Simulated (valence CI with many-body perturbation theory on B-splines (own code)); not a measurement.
Tb⁴⁹⁺: electric-dipole lines

Level of theory: relativistic CI+MBPT: six valence electrons over a frozen Dirac-Fock core [Ne], a basis of 9 s, 9 p, 8 d, 6 f, 3 g, 1 h functions for each j, with the one-electron correlation potential Σ1 (screened to all orders), the two-electron term Σ2, the three-electron term Σ3, Breit, model QED; selected single and double excitations, second order for the rest, scaled by the run's own slope (own B-spline code, finite nucleus).

No measured spectrum was set against this ion. As an estimate, large intervals hold to a few tenths of a per cent, small ones and those within an open d or f shell to about a per cent. Among the levels kept, up to 1100 cm⁻¹ of a level comes from second order outside the variational space, and about a tenth of that is noise between levels of different J, which matters for small intervals.

Lines 151 to 167 of 167 in falling wavelength, among levels below 34.772 Ry, chosen from the strongest by gf and those to the six lowest levels. Wavelengths and rates use the calculated energies. Electric multipoles are in the length gauge with retardation, E1 and E2 with the static RPA response of the core. Weak lines are less certain than strong ones. Lines between different terms over intervals too small for the method are left out, as are lines whose strength nearly cancels. The highest levels of a list are the least certain.

Levels are named by their leading jj configuration (3d3/2^4 stands for four electrons in 3d with j = 3/2), which in mixed levels can hold well under half, so a name can repeat and another be missing. Letters in brackets count levels of one name in rising energy.

| λ vac (Å) | Upper | Lower | A (s⁻¹) | log gf | Branch % |
| --- | --- | --- | --- | --- | --- |
| 30.92 | (3s^2 3p1/2 3p3/2^2 3d3/2) J=2 [b] | (3s^2 3p1/2^2 3p3/2^2) J=2 | 1.19e+11 | -1.07 | 99.1 |
| 30.61 | (3s^2 3p1/2 3p3/2^2 3d3/2) J=1 [b] | (3s^2 3p1/2^2 3p3/2^2) J=0 | 6.48e+06 | -5.56 | 0.0 |
| 30.01 | (3s^2 3p1/2 3p3/2^2 3d3/2) J=3 [b] | (3s^2 3p1/2^2 3p3/2^2) J=2 | 1.18e+12 | 0.05 | 100.0 |
| 29.88 | (3s^2 3p1/2 3p3/2^2 3d5/2) J=1 [a] | (3s^2 3p1/2^2 3p3/2^2) J=0 | 1.93e+11 | -1.11 | 43.4 |
| 29.68 | (3s^2 3p1/2 3p3/2^2 3d3/2) J=1 [c] | (3s^2 3p1/2^2 3p3/2^2) J=0 | 1.51e+12 | -0.22 | 89.8 |
| 29.63 | (3s^2 3p1/2 3p3/2^2 3d3/2) J=2 [c] | (3s^2 3p1/2^2 3p3/2^2) J=2 | 1.74e+12 | 0.06 | 99.8 |
| 29.52 | (3s^2 3p1/2 3p3/2^2 3d5/2) J=3 [a] | (3s^2 3p1/2^2 3p3/2^2) J=2 | 1.47e+11 | -0.87 | 99.6 |
| 29.40 | (3s^2 3p1/2 3p3/2^2 3d3/2) J=1 [b] | (3s^2 3p1/2^2 3p3/2^2) J=2 | 1.89e+12 | -0.13 | 100.0 |
| 28.74 | (3s^2 3p1/2 3p3/2^2 3d5/2) J=1 [a] | (3s^2 3p1/2^2 3p3/2^2) J=2 | 2.28e+11 | -1.07 | 51.1 |
| 28.55 | (3s^2 3p1/2 3p3/2^2 3d3/2) J=1 [c] | (3s^2 3p1/2^2 3p3/2^2) J=2 | 1.60e+11 | -1.23 | 9.5 |
| 27.86 | (3s^2 3p1/2 3p3/2^2 3d5/2) J=1 [b] | (3s^2 3p1/2^2 3p3/2^2) J=0 | 1.99e+10 | -2.16 | 3.9 |
| 27.62 | (3s^2 3p1/2 3p3/2^2 3d5/2) J=2 [a] | (3s^2 3p1/2^2 3p3/2^2) J=2 | 1.01e+09 | -3.24 | 7.5 |
| 27.25 | (3s^2 3p1/2 3p3/2^2 3d5/2) J=3 [b] | (3s^2 3p1/2^2 3p3/2^2) J=2 | 2.50e+07 | -4.71 | 1.3 |
| 27.09 | (3s^2 3p1/2 3p3/2^2 3d5/2) J=2 [b] | (3s^2 3p1/2^2 3p3/2^2) J=2 | 2.12e+10 | -1.93 | 6.5 |
| 26.86 | (3s^2 3p1/2 3p3/2^2 3d5/2) J=1 [b] | (3s^2 3p1/2^2 3p3/2^2) J=2 | 7.17e+10 | -1.63 | 14.2 |
| 26.68 | (3s^2 3p1/2 3p3/2^2 3d5/2) J=3 [c] | (3s^2 3p1/2^2 3p3/2^2) J=2 | 1.76e+10 | -1.88 | 4.6 |
| 26.39 | (3s^2 3p1/2 3p3/2^2 3d5/2) J=2 [c] | (3s^2 3p1/2^2 3p3/2^2) J=2 | 1.14e+08 | -4.23 | 0.0 |

Problem. How does gf follow from A for the line at 26.68 Å?

Solution. gf = 1.4992 × (2J+1)_upper × A / σ², with σ = 3747944 cm⁻¹ and 2J+1 = 7: gf = 0.0131.
